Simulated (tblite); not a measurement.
Compound: C6H6NO (doublet state).
Cartesian coordinates in Å at the GFN2-xTB level; atoms count from 1:
```
atom  x, y, z in Å
C1    -2.2502   -0.6732   -0.0661
C2    -1.6208    0.6874   -0.0007
C3    -0.3249    0.8931    0.0284
C4     0.8660    1.7299    0.0805
C5     1.0422    0.4129    0.0321
N6     1.8722   -0.6600    0.0041
C7     3.2071   -0.5682    0.0299
O8     4.0525   -1.4167    0.0111
H9    -2.8939   -0.8385    0.7981
H10   -2.8672   -0.7667   -0.9602
H11   -1.4924   -1.4529   -0.0861
H12   -2.2970    1.5297    0.0215
H13    1.2886    2.7024    0.1247
H14    1.4170   -1.5797   -0.0395
```

Computed values, GFN2-xTB/tblite, gas phase, harmonic and unscaled. Against measured fundamentals such values can be off by several per cent, at times by over 20. One conformer, not necessarily the lowest. Open shells enter through the occupations alone, without spin polarisation, and single modes of such species can be off by tens of per cent.

Harmonic wavenumbers (cm⁻¹): 84.7, 86.1, 114.9, 182.5, 198.6, 256.0, 326.0, 390.2, 451.3, 468.2, 545.4, 590.4, 652.5, 782.7, 825.7, 874.8, 956.8, 1035.9, 1059.8, 1098.4, 1121.2, 1225.0, 1297.5, 1331.2, 1405.4, 1485.2, 1498.5, 1708.1, 1853.1, 2004.7, 2986.2, 3003.9, 3031.9, 3066.9, 3100.4, 3242.1.

A = 5413, B = 969.7, C = 826.5 MHz; mass 108.045 u (most abundant isotopes); point group Cs, symmetry number 1; spin multiplicity 2.

Question: Zero-point energy?

Answer: ½Σν̃ = 22171 cm⁻¹ = 265.23 kJ/mol.

Question: Entropy at 200 K, 1 bar (ideal gas, RRHO, classical rotation)?

Answer: Translation 158.96, rotation 115.08, vibration 62.31, spin (R ln 2) 5.76: S = 342.1 J/(mol K).

Question: And Cp and H(200 K) − H(0)?

Answer: Cp = 105.27 J/(mol K), of which vibrations give 72.01 (their classical limit is 36 R = 299.3); H(200 K) − H(0) = 13.82 kJ/mol without the zero-point energy, 7.16 from vibrations.

Question: Which modes carry the vibrational entropy at 200 K?

Answer: 84.7 cm⁻¹: 12.56; 86.1 cm⁻¹: 12.43; 114.9 cm⁻¹: 10.13; 182.5 cm⁻¹: 6.62; 198.6 cm⁻¹: 6.02; 256.0 cm⁻¹: 4.32 J/(mol K); the other 30 give 10.22 together.

Question: Blend soft modes into free rotors: weight 1/[1 + (100 cm⁻¹/ν̃)⁴] for the oscillator and the rest for a rotor with moment μB/(μ + B), μ = h/(8π²ν), B = 10⁻⁴⁴ kg m². What vibrational entropy results?

Answer: 60.40 J/(mol K) in place of 62.31, which changes −T·S at 200 K by +0.38 kJ/mol.

Question: How do the functions run with temperature in this model?

Answer: 
```csv
T (K),S (J/(mol K)),Cp (J/(mol K)),H − H(0) (kJ/mol),G − H(0) (kJ/mol),ln q(vib)
100,282.1,70.9,4.96,-23.25,1.08
300,390.7,136.2,25.91,-91.31,5.33
500,473.0,187.4,58.56,-177.94,9.49
800,572.8,236.6,122.83,-335.40,15.23
1000,628.0,257.9,172.39,-455.61,18.71
```

q(vib) and H(0) count from the zero-point level.

Question: What must be added to the electronic energy to get the Gibbs energy at 200 K and 1 bar?

Answer: ZPE + [H(200 K) − H(0)] − T·S = 265.23 + 13.82 − 68.42 = 210.63 kJ/mol.

Hindered rotation and anharmonicity are outside this model. Other conformers, if any are populated, would add a mixing term that is left out.

Hardware: Intel Xeon at 2.50 GHz, one thread, on a shared host. Cost: 1.2 s. This covers the Hessian and the dipole derivatives.
